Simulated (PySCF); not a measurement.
Bonds (- single, = double, # triple, : aromatic): C1-C2 1.524 Å, C2-B3 1.576 Å, B3-O4 1.351 Å, O4-C5 1.405 Å. C1 carries H6, H7, H8; C2 carries H9, H10; B3 carries H11; C5 carries H12, H13, H14.

- geometry: PBE0-D3(BJ)/def2-SVP
- PBE0/pcSseg-1 with gauge-including orbitals
- run in PySCF
- no solvent, one averaged value for each set of equivalent atoms, relativity neglected, one conformer

δ = σ(ref) − σ, references computed at the same level: $^{13}$C (σ = 184.41 ppm), $^{1}$H (σ = 31.27 ppm) vs TMS; BF3·OEt2 for $^{11}$B (σ = 100.73 ppm); $^{17}$O (σ = 334.56 ppm) against H2O.

```csv
atoms,nucleus,count,Hirshfeld charge,δ (ppm)
H6/H7/H8,$^{1}$H,3,0.04,1.11
C1,$^{13}$C,1,-0.11,?
O4,$^{17}$O,1,-0.16,181.6
H12/H13/H14,$^{1}$H,3,0.05,3.60
B3,$^{11}$B,1,0.18,53.3
C5,$^{13}$C,1,-0.03,?
H9/H10,$^{1}$H,2,0.04,0.59
H11,$^{1}$H,1,-0.07,?
C2,$^{13}$C,1,-0.14,13.1
```

Estimate the values marked ?.

## Answers


- C5: 53.4 ppm, methyl carbon bonded to O; pulled downfield by the heteroatom
- C1: 11.0 ppm, methyl carbon; saturated and bonded to C and H only
- H11: 5.34 ppm, hydrogen on a boron bonded to C, O

Hydrogens on boron are broadened and split by $^{11}$B (spin 3/2, 80 %) and 10B (spin 3). A carbon bonded to boron is broadened by the quadrupolar boron nucleus and is often missing from a measured spectrum. Shifts are as computed. Against solution values, carbons near 30 ppm lie about +2 ppm off and those near 130 ppm about +5 ppm. Of 1313 compounds with measured shifts, 239 miss one by over three times the rms of a fit or turn the order of signals round; such compounds aren't used in these exercises. Experimental scales use liquid or dissolved standards, which lie at an offset from isolated H2O (liquid H2O: subtract about 36 ppm).
